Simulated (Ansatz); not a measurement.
Cost and result for the atomization energy of `NB(Br)O[SiH3]` (10 atoms, 9 bonds).

Cartesian coordinates in Å:
```
N -0.009 -0.280 2.163
B -0.349 0.000 0.844
Br -2.167 0.624 0.468
O 0.535 -0.145 -0.170
Si 0.435 0.098 -1.803
H -0.651 -0.178 2.927
H 0.910 -0.604 2.411
H 1.770 -0.249 -2.344
H -0.598 -0.784 -2.397
H 0.124 1.518 -2.098
```

The species carries charge 0 and has multiplicity 1. Correlated methods include outer-core shells of Br, which these sets cover unevenly. Scalar relativity is left out up to krypton. Geometry: relaxed with PBE0-D4/def2-TZVP. It is one conformer, not always the lowest. Program: Ansatz. All runs use 4 threads of an Arm Neoverse V1 on a shared host. Times are those of one run each, without the atoms' runs, and a repeat can differ threefold. Electronic energies, without spin–orbit coupling; frozen cores. CCSD(T)/CBS adds CCSD(T) − MP2 in def2-TZVPP to the MP2 limit, and its time is that of the two runs behind it. T1 = 0.010. With those shells the extrapolation isn't a true limit. B3LYP takes the VWN-RPA correlation (the form of Gaussian; ORCA's B3LYP/G). HSE06 is the plane-wave form, built on full-range PBE exchange.

CCSD(T)/CBS is a level of theory with its own doubt, some kJ/mol a heavy atom from the limit and from the frozen cores, so smaller differences don't rank the functionals.

| level | functions | wall time | atomization (kJ/mol) | difference from CCSD(T)/CBS | per bond |
| --- | --- | --- | --- | --- | --- |
| LDA (SPW92)/def2-TZVPP | 253 | 1.4 s | 4177.9 | 498.2 | 55.4 |
| revPBE-D4/def2-TZVPP | 253 | 2.6 s | 3622.9 | -56.8 | -6.3 |
| BLYP-D4/def2-TZVPP | 253 | 2.8 s | 3667.9 | -11.8 | -1.3 |
| PBE-D4/def2-TZVPP (with forces) | 253 | 3.1 s | 3716.8 | 37.1 | 4.1 |
| BHLYP-D4/def2-TZVPP | 253 | 4.3 s | 3583.6 | -96.1 | -10.7 |
| HSE06-D4/def2-TZVPP | 253 | 4.3 s | 3660.1 | -19.6 | -2.2 |
| B3LYP-D4/def2-TZVPP (with forces) | 253 | 6 s | 3676.0 | -3.7 | -0.4 |
| r2SCANh-D4/def2-TZVPP | 253 | 7 s | 3660.0 | -19.7 | -2.2 |
| B2PLYP/def2-TZVPP | 253 | 7.5 s | 3638.0 | -41.7 | -4.6 |
| CCSD(T)/def2-SVP | 117 | 10 s | 3438.6 | -241.1 | -26.8 |
| MP2/def2-QZVPP | 480 | 38 s | 3711.8 | 32.1 | 3.6 |
| CCSD(T)/def2-TZVPP | 253 | 4.7 min | 3570.1 | -109.6 | -12.2 |
| CCSD(T)/CBS(def2) | – | 5.3 min | 3679.7 | 0.0 | 0.0 |

In def2-TZVPP, CCSD(T) changes the Hartree–Fock value by +870.0 kJ/mol (the triples alone add +52.5 kJ/mol) and MP2 by +946.6 kJ/mol; breaking electron pairs costs correlation energy, which Hartree–Fock lacks. The D4 term adds +38.0 kJ/mol with B3LYP and +19.9 kJ/mol with PBE0; it sums over pairs of atoms, weighted by their polarisabilities, and B3LYP, whose exchange is more repulsive, gets the larger term. From BLYP to BHLYP (50 % exact exchange), in def2-TZVPP and without D4, the atomization energy moves by −63.6 kJ/mol: exact exchange takes away binding that semilocal exchange gives to molecules.
